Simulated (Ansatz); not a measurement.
Ansatz (a quantum-chemistry and plane-wave program) input for AlF2, SMILES [F][Al][F], multiplicity 2, PBE-D3(BJ)/def2-TZVP. 

Ansatz 0.2 input:
```yaml
crystal:
  periodic: [false, false, false]
  atoms:
    - {symbol: Al, position_ang: [0.00000000, 0.00000000, 0.48559545]}
    - {symbol: F, position_ang: [0.00000000, -1.42598964, -0.35070782]}
    - {symbol: F, position_ang: [0.00000000, 1.42598964, -0.35070783]}
basis:
  gaussian:
    orbitals: def2-TZVP
hamiltonian:
  xc: pbe
  dispersion: d3bj
magnetization: {spin_polarized: true, initial_magnetization: 1}
relax: {f_tol: 0.002, max_steps: 200}
```

Log of the run:

```
WARN ansatz: RAYON_NUM_THREADS=1 ignored (pool sized by the plan → 1); use --threads N
Functional definition: PBE
integrals: 0.02 GiB planned
571 factors; their error is unknown
mean field: 0.25 GiB planned
mean field evaluation 1: about -12022.2375 eV, gradient 4.2e1 eV
mean field evaluation 2: about -11978.4749 eV, gradient 1.2e2 eV
mean field evaluation 4: about -12027.4263 eV, gradient 1.9e0 eV
mean field evaluation 8: about -12027.4359 eV, gradient 1.2e-2 eV
mean field -12027.43592122 eV, -442.0001176160 hartree, gradient 9.7e-6 eV, S^2 0.750974; 0 other end points of the search recorded, 0 dependent functions left out
the calculation of the forces begins
reference -12027.43595490 eV, -442.0001188536 hartree; 16, 15 occupied and 83, 84 virtual orbitals, 571 factors
relax step   1: F+E_penalty+E_count = -12027.46062697 eV  Δ(F+E_penalty+E_count) = +0.000e0 eV  max|allowed force component| = 3.435e-1 eV/Å  Δτ_max = 0.0000 Å  (26 SCF iters, accepted)
these checks for a lower state are left out or cut short: starts, cluster_reference, orbital_swaps, neighbouring_geometries, increment
integrals: 0.02 GiB planned
571 factors; their error is unknown
mean field: 0.25 GiB planned
mean field evaluation 16: about -12027.4429 eV, gradient 3.0e-1 eV
mean field -12027.43940721 eV, -442.0002457236 hartree, gradient 1.7e-5 eV, S^2 0.750985; 0 other end points of the search recorded, 0 dependent functions left out
the calculation of the forces begins
reference -12027.43944087 eV, -442.0002469605 hartree; 16, 15 occupied and 83, 84 virtual orbitals, 571 factors
relax step   2: F+E_penalty+E_count = -12027.46408189 eV  Δ(F+E_penalty+E_count) = -3.455e-3 eV  max|allowed force component| = 2.126e-1 eV/Å  Δτ_max = 0.0070 Å  (28 SCF iters, accepted)
these checks for a lower state are left out or cut short: starts, cluster_reference, orbital_swaps, neighbouring_geometries, increment
integrals: 0.02 GiB planned
571 factors; their error is unknown
mean field: 0.25 GiB planned
mean field -12027.44177506 eV, -442.0003327407 hartree, gradient 1.7e-5 eV, S^2 0.751004; 0 other end points of the search recorded, 0 dependent functions left out
the calculation of the forces begins
reference -12027.44180870 eV, -442.0003339770 hartree; 16, 15 occupied and 83, 84 virtual orbitals, 571 factors
relax step   3: F+E_penalty+E_count = -12027.46639220 eV  Δ(F+E_penalty+E_count) = -2.310e-3 eV  max|allowed force component| = 1.634e-2 eV/Å  Δτ_max = 0.0130 Å  (28 SCF iters, accepted)
these checks for a lower state are left out or cut short: starts, cluster_reference, orbital_swaps, neighbouring_geometries, increment
integrals: 0.02 GiB planned
571 factors; their error is unknown
mean field: 0.25 GiB planned
mean field evaluation 32: about -12027.4458 eV, gradient 1.6e-1 eV
mean field -12027.44179755 eV, -442.0003335671 hartree, gradient 1.9e-5 eV, S^2 0.751005; 0 other end points of the search recorded, 0 dependent functions left out
the calculation of the forces begins
reference -12027.44183121 eV, -442.0003348039 hartree; 16, 15 occupied and 83, 84 virtual orbitals, 571 factors
relax step   4: F+E_penalty+E_count = -12027.46640744 eV  Δ(F+E_penalty+E_count) = -1.524e-5 eV  max|allowed force component| = 2.156e-2 eV/Å  Δτ_max = 0.0032 Å  (22 SCF iters, accepted)
these checks for a lower state are left out or cut short: starts, cluster_reference, orbital_swaps, neighbouring_geometries, increment
integrals: 0.02 GiB planned
571 factors; their error is unknown
mean field: 0.25 GiB planned
mean field -12027.44181337 eV, -442.0003341486 hartree, gradient 3.5e-5 eV, S^2 0.751005; 0 other end points of the search recorded, 0 dependent functions left out
the calculation of the forces begins
reference -12027.44184702 eV, -442.0003353852 hartree; 16, 15 occupied and 83, 84 virtual orbitals, 571 factors
relax step   5: F+E_penalty+E_count = -12027.46642266 eV  Δ(F+E_penalty+E_count) = -1.522e-5 eV  max|allowed force component| = 1.560e-4 eV/Å  Δτ_max = 0.0009 Å  (20 SCF iters, accepted)
integrals: 0.02 GiB planned
571 factors; their error is unknown
mean field: 0.25 GiB planned
mean field -12027.44181337 eV, -442.0003341486 hartree, gradient 3.5e-5 eV, S^2 0.751005; 1 other end points of the search recorded, 0 dependent functions left out
the calculation of the forces begins
reference -12027.44184702 eV, -442.0003353852 hartree; 16, 15 occupied and 83, 84 virtual orbitals, 571 factors
Total energy: -12027.46645631 eV, -442.0012397598 hartree
Atom 0 at     0.000000    -0.000000     0.478547 Å, force     0.000000     0.000000     0.000146 eV/Å
Atom 1 at    -0.000000    -1.447652    -0.347184 Å, force    -0.000000    -0.000156    -0.000073 eV/Å
Atom 2 at    -0.000000     1.447652    -0.347184 Å, force    -0.000000     0.000156    -0.000073 eV/Å
Dipole moment:    -0.000000    -0.000000     0.356516 e Å
```

The run converged.

Cost: around 6 core-seconds (rough).
